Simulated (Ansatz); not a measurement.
Born–Oppenheimer molecular dynamics of Ge3H8 (11 atoms, charge 0, multiplicity 1). It starts from a relaxed structure.

These are results of Ansatz, RKS BHLYP/def2-mTZVP, not measurements.

```json
{
 "ensemble": "NVT, Langevin thermostat",
 "time step": "0.25 fs",
 "steps asked": "150",
 "set temperature": "1000 K",
 "friction": "0.05 /fs",
 "seed": "758321"
}
```

First frame:

```xyz
11
Properties=species:S:1:pos:R:3
Ge 0.147 0.129 0.028
Ge -0.065 -0.100 2.439
H -1.533 -0.302 2.826
H 0.742 -1.299 2.945
H 0.448 1.163 3.137
H 1.623 0.353 -0.328
Ge -1.178 1.965 -0.857
H -2.665 1.724 -0.582
H -0.771 3.282 -0.190
H -0.976 2.101 -2.369
H -0.293 -1.179 -0.644
```

(1) What does the run give?

(2) What happens to the structure?

(3) How do temperature and energy run in time?

Answers

(1) The run went to its last step.

```json
{
  "steps done": "150",
  "time covered": "37.5 fs",
  "mean temperature over the second half": "964 K",
  "spread of the potential energy over the second half": "25.1 meV per atom",
  "mean potential energy of the second half above the start": "111.5 meV per atom"
}
```

A run of 0.037 ps of so small a system gives no equilibrium averages.

(2) The same pairs are bonded in the first frame and the last. Pairs count as bonded within 1.25 times the sum of covalent radii (0.12 Å more for H–H). Another seed would give other details.

(3) 
| time (fs) | T (K) | potential energy less start (eV) |
| --- | --- | --- |
| 0 | 909 | 0.000 |
| 1.75 | 1012 | 0.126 |
| 3.5 | 841 | 0.406 |
| 5.25 | 781 | 0.627 |
| 7 | 540 | 0.768 |
| 8.75 | 503 | 0.817 |
| 10.5 | 600 | 0.754 |
| 12.25 | 514 | 0.719 |
| 14 | 440 | 0.828 |
| 15.75 | 641 | 0.703 |
| 17.5 | 796 | 0.644 |
| 19.25 | 969 | 0.818 |
| 21 | 976 | 1.221 |
| 22.75 | 709 | 1.444 |
| 24.5 | 660 | 1.405 |
| 26.25 | 962 | 1.246 |
| 28 | 989 | 1.344 |
| 29.75 | 804 | 1.737 |
| 31.5 | 1175 | 1.226 |
| 33.25 | 1368 | 0.704 |
| 35 | 1256 | 1.020 |
| 36.75 | 815 | 1.275 |

The run took 8.1 min on 4 threads of Arm Neoverse V1, on a shared host, peak memory 0.41 GiB.
